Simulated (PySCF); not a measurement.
**Two-component Hartree-Fock for Xe (xenon, neutral)**

Start: [Kr] 4d10 5s1 5p6 6s1; 5s1/2 filled at m_j = +1/2; 6s1/2 filled at m_j = +1/2. Calculated with PySCF 2.14 in x2c-SVPall-2c with one added diffuse shell each of s, p type (7s9p4d, 54 functions): generalised Hartree-Fock with the X2C-1e Hamiltonian and a Gaussian nucleus; one run each with spin-orbit coupling (SO) switched off, then screened by Boettger's factors. This is a chosen level, not necessarily the ground level.

```
spinor shell  electrons  ε, spin-free (eV)  ε, screened SO (eV)  weight of nominal j (screened SO)  rms radius, screened SO (bohr)
       1s1/2          2           -34728.6             -34724.6                              1.000                          0.0305
       2s1/2          2            -5511.2              -5510.0                              1.000                           0.124
       2p1/2          2            -4940.3              -5166.6                              1.000                           0.107
       2p3/2          4            -4940.3              -4838.6                              1.000                           0.112
       3s1/2          2            -1175.9              -1175.6                              1.000                           0.326
       3p1/2          2            -987.07              -1031.2                              1.000                           0.318
       3p3/2          4            -987.07              -967.03                              1.000                           0.330
       3d3/2          4            -706.80              -714.48                              1.000                           0.303
       3d5/2          6            -706.80              -701.33                              1.000                           0.305
       4s1/2          2            -235.51              -235.42                              1.000                           0.762
       4p1/2          2            -173.15              -181.93                              1.000                           0.797
       4p3/2          4            -173.15              -169.12                              1.000                           0.822
       4d3/2          4            -78.780              -79.947                              0.991                           0.945
       4d5/2          6            -78.780              -77.919                              0.994                           0.948
       5s1/2          1            -33.421              -33.409                              1.000                            1.95
       5p1/2          2            -15.733              -17.747                              0.712                            2.30
       5p3/2          4            -15.733              -14.772                              0.856                            2.42
       6s1/2          1             -2.986               -2.988                              1.000                            5.07
```

| quantity | spin-free | screened SO |
| --- | --- | --- |
| E (hartree) | -7440.70727 | -7443.07194 |
| M_J | 1 | 1 |
| ⟨J²⟩ | 2.007 | 2.007 |
| ⟨L²⟩ | 0.000 | 0.031 |
| ⟨S²⟩ | 2.007 | 2.039 |

Each row is a mean over spinors that exchange with the open shell spreads, by up to 3.025 eV (5p3/2).

Rows whose weight is well below 1 are mixtures of j = l ± 1/2: exchange outweighs spin-orbit coupling there, and the label is only the starting occupation.

Breit and QED terms are absent; they matter most for the inner s and p1/2 levels.

Densities and radii are taken from the X2C orbitals without a picture-change correction, which distorts them close to the nucleus.

Without spin-orbit coupling the j labels of p, d and f shells carry no meaning; the spin-free column gives the mean over the occupied spinors of each nl shell.
